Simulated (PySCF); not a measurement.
Species: 1,1-dichloropentane, C5H10Cl2.
Atom-mapped SMILES: `[CH3:1][CH2:2][CH2:3][CH2:4][CH:5]([Cl:6])[Cl:7]` (hydrogens: H8, H9, H10 on C1; H11, H12 on C2; H13, H14 on C3; H15, H16 on C4; H17 on C5)

Method: PBE0-D3(BJ)/def2-SVP geometry optimisation, gas phase (PySCF); density fitting, grid level 2; the optimiser is geomeTRIC in internal coordinates, started from a GFN2-xTB structure.

Geometry at step 1:
```
atom  x, y, z in Å
C1     -2.8701    0.4219    0.4106
C2     -1.6238   -0.1635   -0.2269
C3     -0.3341    0.3420    0.4019
C4      0.9100   -0.2394   -0.2481
C5      2.2104    0.2256    0.3674
Cl6     3.5897   -0.6406   -0.3515
Cl7     2.4220    1.9933    0.1971
H8     -3.7877    0.0447   -0.0669
H9     -2.9259    0.1710    1.4832
H10    -2.8796    1.5217    0.3293
H11    -1.6539   -1.2673   -0.1612
H12    -1.6119    0.0716   -1.3076
H13    -0.2965    1.4437    0.3360
H14    -0.3338    0.1004    1.4824
H15     0.8970   -1.3417   -0.1720
H16     0.9388    0.0033   -1.3249
H17     2.2495    0.0228    1.4476
```

**Question.** What forces act on the atoms?

**Answer.** 
```
atom  Fx (eV/Å)  Fy (eV/Å)  Fz (eV/Å)
  C1     -0.059      0.054      0.060
  C2      0.034     -0.101     -0.125
  C3      0.007      0.109      0.123
  C4      0.008     -0.078     -0.124
  C5     -0.047      0.031      0.166
 Cl6      0.024      0.017     -0.031
 Cl7      0.010     -0.068     -0.017
  H8      0.026      0.004      0.007
  H9     -0.004      0.013     -0.034
 H10     -0.005     -0.036      0.007
 H11     -0.001      0.052     -0.011
 H12     -0.005     -0.019      0.055
 H13     -0.001     -0.050      0.007
 H14      0.007      0.018     -0.052
 H15      0.015      0.060     -0.009
 H16     -0.011     -0.025      0.045
 H17      0.002      0.018     -0.069
```

The largest, 0.18 eV/Å, acts on C5; the rms over all components is 0.054 eV/Å. The forces sum to zero within rounding, as they must for an isolated molecule in no field.

**Question.** Give the force on C5 in Eh/bohr and in nN.

**Answer.** 0.175 eV/Å ÷ 51.422 = 0.00341 Eh/bohr, and 0.175 eV/Å × 1.602 = 0.28 nN.

**Question.** How far is this geometry from the end of the optimisation?

**Answer.** 0.001 eV above it, and 0.003 Å rms away after alignment. The bonds farthest from their final lengths, with half the difference of the two atoms' forces along the bond (positive lengthens):

```
  bond  now (Å)  final (Å)  force along bond (eV/Å)
 C1–C2    1.517      1.520                    +0.11
C5–Cl7    1.788      1.786                    -0.04
C5–H17    1.100      1.097                    -0.11
C5–Cl6    1.780      1.782                    +0.07
C2–H12    1.106      1.104                    -0.08
C4–H15    1.105      1.103                    -0.06
```

The cost below is that of the whole optimisation. On an Arm Neoverse V1 with one thread, no GPU, shared host, this took 42 s and 0.75 GiB of memory at its peak.
